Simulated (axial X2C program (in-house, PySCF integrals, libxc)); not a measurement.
# Potential curves of PbB⁻, with spin–orbit coupling

All values were computed with an in-house relativistic program for diatomic molecules. Two-component (2c) means X2C with spin–orbit coupling and atomic mean-field two-electron Coulomb and Gaunt terms. Basis: Pb dyall-acv3z [13s15p11d8f1g], B dyall-av3z [8s7p3d2f] (cores contracted in-house); Gaussian nuclei, density fitting, unrestricted open shells. Masses: Pb 207.977 u, B 11.009 u.

State: Ω = 2 (⟨Sz⟩ = 0.93, ⟨Lz⟩ = 1.07 at PBE0). Energies in cm⁻¹ from the fragments at the same level (Pb- + B). Fits are polynomials in 1 − R0/R over 0.85 to 1.23 times the lowest point R0.

```json
{"R (Å)": "2.0624", "PBE0": "-19749"}
{"R (Å)": "2.1282", "PBE0": "-20394"}
{"R (Å)": "2.1940", "PBE0": "-20570"}
{"R (Å)": "2.2708", "PBE0": "-20337"}
{"R (Å)": "2.3476", "PBE0": "-19768"}
{"R (Å)": "2.4463", "PBE0": "-18720"}
```

Occupations by symmetry block were frozen at the best pattern of an incomplete PBE0 search. De is counted from the lowest determinant-based energies of the atoms at the same level, without counterpoise correction. Density functionals use the spin component along the axis (collinear). In 2c an atomic determinant is not the ground J level, so De misses part of the atomic spin–orbit lowering. This holds for PBE0. Other states lie close and PBE0, whose exact exchange favours high spin, may order them wrongly; the determinant shown need not be the ground state. The nearest other spin-free determinant of the search, M_S = 0, Λ = 1, lies 0.14 eV up at the distance of the search. The functionals have no current-density term, which raises determinants with orbital currents, atoms included. With several unpaired electrons one determinant need not be a pure state. A state of lower Ω lies just above, and one determinant can place such states too high, so the state shown need not be the lowest. The search has Ω = 1 only 0.06 eV up. Open-shell Ω = 0 determinants with evenly filled partner blocks cannot be reached by this program, so the Ω shown need not be the lowest component. The highest occupied level of some functionals is positive through self-interaction error; at Hartree–Fock it is bound.

Problem. What are Re, ωe and De at the PBE0 level?

Solution. At PBE0, 2c: Re = 2.191 Å, ωe ≈ 514 cm⁻¹, De = 2.55 eV to Pb- + B; Be follows as 0.336 cm⁻¹.
